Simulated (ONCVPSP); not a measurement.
Building the ONCV potential for Tl (Z = 81) (PBE, scalar-relativistic).

* Element: Tl
* Generator: ONCVPSP 4.0.1
* Type: optimised norm-conserving Vanderbilt (ONCV)
* Functional: PBE
* Relativity: scalar-relativistic
* Frozen core: [Kr] 4d10 4f14
* Valence charge: 21
* Reference configuration: 5s2 5p6 5d10 6s1.75 6p1.25
* Partial waves: 5s+6s: rc 1.60 bohr, ncon 4, nbas 8, qcut 6.3 1/bohr, 2 projectors; 5p+6p: rc 1.65 bohr, ncon 5, nbas 8, qcut 7.6 1/bohr, 2 projectors; 5d: rc 1.30 bohr, ncon 3, nbas 7, qcut 8.3 1/bohr, 2 projectors, debl 2.1 Ha
* Local potential: polynomial inside 1.30 bohr (lpopt 5, dvloc0 0 Ha)
* Core correction: Teter function fitted to the true core (icmod 2), fcfact 0.25

**Question.** Does the generator finish with these settings?

**Answer.** Yes, a potential is produced and its reference levels are reproduced.

**Question.** Estimate the cutoffs (Ha) at which the residual kinetic energy of the hardest occupied pseudo-wave falls to 1 and 0.1 mHa per electron.

**Answer.** 23 Ha and 47 Ha.

**Question.** What does a ghost test show?

**Answer.** No bound ghost flagged; no localised positive-energy state flagged.

Its largest configuration-test error is -12 meV (5s2 5p6 5d10 6s1 6p0). 1 of 4 tests not solved or not reliable.
